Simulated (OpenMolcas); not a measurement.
**O²⁺: CASPT2 settings compared**

```yaml
Program: OpenMolcas
Basis: ANO-RCC-VQZP [5s4p3d2f1g]
Scalar_Hamiltonian: DKH2, point nucleus
Active_space: 2 electrons in 3 orbitals (2p)
State_averaging: 2S+1 = 3 even, 3 roots; 2S+1 = 1 even, 6 roots
Spin-orbit_coupling: state interaction with AMFI integrals over the reference wave functions, term energies averaged over their components
```

Methods on the same reference wave functions:
A. CASSCF
B. SS-CASPT2, IPEA 0.35 Eh, sigma1 regulariser 0.5 Eh (closed shells correlated: 1s 2s)
C. SS-CASPT2, IPEA 0.4 Eh, imaginary shift 0.15 Eh (closed shells correlated: 1s 2s)
D. XMS-CASPT2, IPEA 0.4 Eh, imaginary shift 0.25 Eh (closed shells correlated: 1s 2s)

Energies in cm-1 above 2s2 2p2 3P0, the measured ground level; measured values from Moore, Selected Tables of Atomic Spectra, NSRDS-NBS 3, section 11.

```json
{"Level": "2s2 2p2 3P0", "A": "0.0", "B": "0.0", "C": "0.0", "D": "0.0", "Measured": "0.0"}
{"Level": "2s2 2p2 3P1", "A": "111", "B": "111", "C": "111", "D": "111", "Measured": "113"}
{"Level": "2s2 2p2 3P2", "A": "328", "B": "328", "C": "328", "D": "328", "Measured": ""}
{"Level": "2s2 2p2 1D2", "A": "22850", "B": "20410", "C": "20380", "D": "20330", "Measured": "20273"}
{"Level": "2s2 2p2 1S0", "A": "56328", "B": "46410", "C": "46430", "D": "47200", "Measured": "43186"}
```

Deviations, from unrounded energies. A percentage is the sum of absolute deviations over the sum of measured energies, with the sign that they share, or ± where signs differ.

```json
{"Against measurement": "mean absolute deviation (cm-1)", "Levels": "3", "A": "5200", "B": "1100", "C": "1100", "D": "1400"}
{"Against measurement": "fine structure of the ground term (%)", "Levels": "1", "A": "-2.1", "B": "-1.8", "C": "-1.8", "D": "-1.8"}
{"Against measurement": "other terms of the ground configuration (%)", "Levels": "2", "A": "+24.8", "B": "+5.3", "C": "+5.3", "D": "+6.4"}
```

B, C lie about equally close to measurement and A furthest from it. The largest miss of C in the table is 2s2 2p2 1S0, by +3200 cm-1. The ranking rests on the paired levels alone, and a cruder setting can come out closer through cancelling errors.

Among B to D the level of the table that moves most is 2s2 2p2 1S0, by 780 cm-1 (lowest in B, highest in D). Moves below CASPT2's spread within the term are not significant.

The mean deviations of B to D differ by less than CASPT2's widest spread within a term (570 cm-1), so their order carries little weight.

From A to B the spin-free energies of the other terms of 2s2 2p2 shown, above 3P, scale by factors of 0.82 to 0.89.

The lowest spin-free term lies below A's lowest term by 0.100 hartree in B, 0.099 hartree in C, 0.104 hartree in D.

CASPT2 breaks the degeneracy within a term, and the mean is taken; among the terms shown or strongly mixed into the levels shown the widest spread is 570 cm-1 (2s2 2p2 1D, D). With the s shell closed, the reference lacks s² → p² mixing. Computed and measured levels are paired by configuration, term and J; levels that our copy of the source lacks, or whose pairing is in doubt (as where it misses far off the trend of its configuration), stay unpaired and out of the deviations. Levels of configurations outside the active space are missing.
